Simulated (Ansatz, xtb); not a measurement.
Relative energy of two isomers of C4H9FO2

We compare X, `C[C@H](F)OCCO`, a singlet, with Y, `COC(C)(F)OC`, a singlet. Both are isolated molecules in the gas phase, relaxed with PBE0-D3(BJ)/def2-SVP, each in the lowest conformer that the search found.

Quicker runs give these differences E(Y) − E(X): GFN2-xTB −8.35 kcal/mol; HF/STO-3G −9.09 kcal/mol (at GFN2-xTB geometries); r2SCAN-D4/def2-SVP −3.39 kcal/mol (at GFN2-xTB geometries).

Estimate E(Y) − E(X) at the level CCSD(T)/def2-SVP + ΔMP2/def2-TZVPP.

Not settled: CCSD(T)/def2-SVP + ΔMP2/def2-TZVPP gives E(Y) − E(X) = +1.04 kcal/mol, but this leans on the basis-set step: CCSD(T) alone gives −2.16 kcal/mol.

Level by level:

```csv
level,geometry,E(Y) − E(X) (kcal/mol),departure from the last row (kcal/mol),"job, with rough time for the two"
GFN2-xTB,GFN2-xTB,−8.35,−9.40,"optimisation, 0.21 s"
HF/STO-3G,GFN2-xTB,−9.09,−10.13,"single point, 0.66 s"
r2SCAN-D4/def2-SVP,GFN2-xTB,−3.39,−4.44,"single point, 4.4 s"
PBE0-D3(BJ)/def2-SVP,PBE0-D3(BJ)/def2-SVP,−1.88,−2.92,"optimisation, 37 s"
HF/def2-SVP,PBE0-D3(BJ)/def2-SVP,−2.04,−3.08,part of the CCSD(T) run
MP2/def2-SVP,PBE0-D3(BJ)/def2-SVP,−1.66,−2.70,part of the CCSD(T) run
CCSD(T)/def2-SVP,PBE0-D3(BJ)/def2-SVP,−2.16,−3.21,single point
CCSD(T)/def2-SVP + ΔMP2/def2-TZVPP,PBE0-D3(BJ)/def2-SVP,+1.04,,"single point, 96 s"
```

As drawn, Y has 1 C–O, 1 C–H in place of 1 C–C, 1 O–H.

GFN2-xTB, HF/STO-3G, r2SCAN-D4/def2-SVP, PBE0-D3(BJ)/def2-SVP, HF/def2-SVP, MP2/def2-SVP, CCSD(T)/def2-SVP put the two in the other order. The largest departure from CCSD(T)/def2-SVP + ΔMP2/def2-TZVPP is that of HF/STO-3G, 10.13 kcal/mol. The last row adds to CCSD(T) the change of the MP2 difference between the two basis sets, here +3.21 kcal/mol, a large step that makes the value less sure.

With thermal terms from frequencies at re-optimised GFN2-xTB minima (ideal gas, soft modes damped towards free rotors, one conformer each, 298.15 K, 1 atm): on the last row, ΔE + ΔZPE = +0.25, ΔH = +0.42, ΔG = +0.58 kcal/mol.

The correlated steps freeze 7 core orbitals. Mirror images aren't counted in ΔG. Programs: Ansatz 0.2.0, xtb 6.7.1; the last row on 4 threads of Arm Neoverse V1 on a shared host.
